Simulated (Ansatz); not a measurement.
F2Ge (`[F][Ge][F]`). The species carries charge 0 and has multiplicity 1. Correlated methods include outer-core shells of Ge, which these sets cover unevenly. Scalar relativity is left out up to krypton.

```xyz
3

F    -1.030    0.177   -0.877
Ge   -0.174   -0.623    0.415
F     1.204    0.446    0.462
```

**Question.** Give the diagnostics of a CCSD(T)/def2-TZVPP run (frozen core, the Gaussian-basis code of Ansatz). (An estimate is asked.)

**Answer.** Ansatz gave: T1 = 0.0150, largest single amplitude 0.048, largest double 0.091, (T) share of the correlation energy 3.2 %, 10 CCSD cycles. The RHF solution is stable towards an unrestricted one. T1 lies under the customary mark of 0.02 for closed shells.
